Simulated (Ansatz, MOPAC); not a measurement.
Spectroscopic constants of LiN, multiplicity 3 (lowest of 2S+1 = 1, 3, 5 at CCSD(T)/def2-TZVPP on PBE0 minima; our sources give no spin for the ground state, which may be another).

The constants come from a fifth-degree fit in 1/R (seven points, main isotopes). In def2 and cc sets the state is the lowest found near the PBE0 minimum, followed along R.

Codes used: Ansatz (Gaussian basis) for Hartree–Fock, density functionals and correlated methods; MOPAC for AM1, PM3, PM7 (differences of heats of formation). 

| level | r_e (Å) | ω_e (cm⁻¹) | α_e (cm⁻¹) | B_e (cm⁻¹) | D_e (eV) | dipole (D) |
|---|---|---|---|---|---|---|
| AM1 | 1.873 | 816 | 0.0065 | 1.03 | - | - |
| PM3 | 1.864 | 696 | 0.0081 | 1.04 | - | - |
| PM7 | 1.778 | 661 | 0.0075 | 1.14 | - | - |
| SVWN5/def2-TZVPP | 1.863 | 654 | 0.019 | 1.04 | 2.09 | 6.28 |
| PBE/def2-TZVPP | 1.882 | 640 | 0.018 | 1.02 | 1.88 | 6.30 |
| r2SCAN/def2-TZVPP | 1.878 | 645 | 0.020 | 1.02 | 1.59 | 6.72 |
| B97M-V/def2-TZVPP | 1.876 | 654 | 0.017 | 1.03 | 1.73 | 6.43 |
| B3LYP/def2-TZVPP | 1.860 | 674 | 0.017 | 1.04 | 1.84 | 6.62 |
| PBE0/def2-TZVPP | 1.855 | 685 | 0.017 | 1.05 | 1.63 | 6.76 |
| BHLYP/def2-TZVPP | 1.838 | 713 | 0.016 | 1.07 | 1.57 | 6.92 |
| CAM-B3LYP/def2-TZVPP | 1.845 | 701 | 0.016 | 1.06 | 1.84 | 6.78 |
| wB97X-V/def2-TZVPP | 1.858 | 695 | 0.015 | 1.04 | 1.73 | 6.89 |
| wB97M-V/def2-TZVPP | 1.857 | 687 | 0.016 | 1.05 | 1.83 | 6.74 |
| B2PLYP/def2-TZVPP | 1.859 | 682 | 0.017 | 1.04 | 1.66 | - |
| CCSD/aug-cc-pVTZ | 1.881 | 659 | 0.016 | 1.02 | 1.44 | - |
| CCSD/def2-TZVPP | 1.865 | 680 | 0.017 | 1.04 | 1.29 | - |
| CCSD/def2-QZVPP | 1.866 | 676 | 0.016 | 1.04 | 1.48 | - |
| CCSD(T)/aug-cc-pVTZ | 1.888 | 651 | 0.016 | 1.01 | 1.53 | - |
| CCSD(T)/def2-TZVPP | 1.871 | 671 | 0.017 | 1.03 | 1.36 | - |
| CCSD(T)/def2-QZVPP | 1.872 | 668 | 0.016 | 1.03 | 1.57 | - |

D_e counts from each atom's lowest state at the same level, without counterpoise or zero-point energy.

Correlated levels freeze the inner cores; with def2 sets outer-core shells near the valence are correlated too. The state that AM1, PM3, PM7 reach isn't checked; PM7 holds dispersion and hydrogen-bond terms.

Ansatz is a first-principles code.
